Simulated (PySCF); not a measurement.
# Spin-orbit coupling and the fourth ionisation energy along the 4d series

Two-component X2C-1e calculated with PySCF 2.14: MP2 on generalised Hartree-Fock spinors (GMP2), with spin-orbit coupling off and on (screened by Boettger's factors); no Breit or QED terms. Values in eV; the references (NIST) lie between the lowest levels. Elements whose determinants are no pure J levels are left out.

```json
{"element": "Zr (x2c-TZVPPall-2c, [Ar] 3d10 frozen)", "configurations": "[Kr] 4d1 → [Kr]", "spin-free": "33.931", "with spin-orbit": "34.035", "shift": "0.104", "reference": "34.418"}
{"element": "Rh (x2c-TZVPPall-2c, [Ar] 3d10 frozen)", "configurations": "[Kr] 4d6 → [Kr] 4d5", "spin-free": "44.103", "with spin-orbit": "44.283", "shift": "0.180", "reference": "42 ± 1.7 (t)"}
{"element": "Pd (x2c-TZVPPall-2c, [Ar] 3d10 frozen)", "configurations": "[Kr] 4d7 → [Kr] 4d6", "spin-free": "47.533", "with spin-orbit": "47.611", "shift": "0.078", "reference": "46 ± 1.7 (t)"}
{"element": "Ag (x2c-TZVPPall-2c, [Ar] 3d10 frozen)", "configurations": "[Kr] 4d8 → [Kr] 4d7", "spin-free": "50.096", "with spin-orbit": "50.003", "shift": "-0.093", "reference": "49 ± 1.7 (t)"}
{"element": "Cd (x2c-TZVPPall-2c, [Ar] 3d10 frozen)", "configurations": "[Kr] 4d9 → [Kr] 4d8", "spin-free": "52.663", "with spin-orbit": "52.440", "shift": "-0.223", "reference": "51 ± 1.7 (t)"}
```

The largest shift is at Cd, -0.223 eV, where spin-orbit coupling lowers the species with fewer electrons by more than the one with more (starting occupations 4d3/2^4 4d5/2^5 and 4d3/2^4 4d5/2^4).

What remains against the references is mostly the basis and correlation beyond MP2. References marked (s) are semi-empirical, (t) theoretical.
